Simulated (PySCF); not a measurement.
## LaH3(NH3) at several levels of theory

Computed with PySCF 2.14.0 (density fitting, no spin-orbit coupling) at the geometry relaxed with PBE0:

```xyz
8
LaH3(NH3) (singlet)
La    0.2614   -0.2614    0.2614
H     1.3457    1.2430    1.3457
H    -1.2430   -1.3457    1.3457
H     1.3457   -1.3457   -1.2430
N    -1.2927    1.2927   -1.2927
H    -1.9065    1.9065   -0.7523
H    -0.7523    1.9065   -1.9065
H    -1.9065    0.7523   -1.9065
```

```csv
level,basis,state,HOMO (eV),gap (eV),charge on La1 (e),population of f-type functions on La1 (polarisation alone where 4f lies in the core),dipole about the centre of mass (D),largest force component (eV/Å)
PBE0,"La lcecp-1-SVP with ECP46, H def2-SVP, N def2-SVP",singlet,-6.05,5.31,0.69,0.03,6.58,0.01
M06-L,the same,singlet,-5.16,4.20,0.95,0.03,6.48,0.10
PBE0,"La lcecp-1-TZVP with ECP46, H def2-TZVP, N def2-TZVP",singlet,-6.08,5.17,0.87,0.05,6.46,0.24
```

In the lcecp rows the 4f levels are missing from HOMO and gap, and the state counts the valence alone.

Charges are Mulliken's, which hang on the basis. The relaxation used the grid (50, 194), these runs (75, 302) or, all-electron (x2c bases, spin-free X2C Hamiltonian), (99, 590).

Question: What does revPBE with La lcecp-1-SVP with ECP46, H def2-SVP, N def2-SVP give here?

Answer: state singlet, HOMO (eV) -4.87, gap (eV) 3.44, charge on La1 (e) 0.56, population of f-type functions on La1 (polarisation alone where 4f lies in the core) 0.03, dipole about the centre of mass (D) 6.47, largest force component (eV/Å) 0.24. Time: 3.5 s on 2 threads of Arm Neoverse V1, on a shared host, from an already converged density.

In the first row's basis the gap widens with exact exchange: 3.4 to 4.2 eV for revPBE, M06-L (none); 5.3 eV for PBE0 (a fixed share).
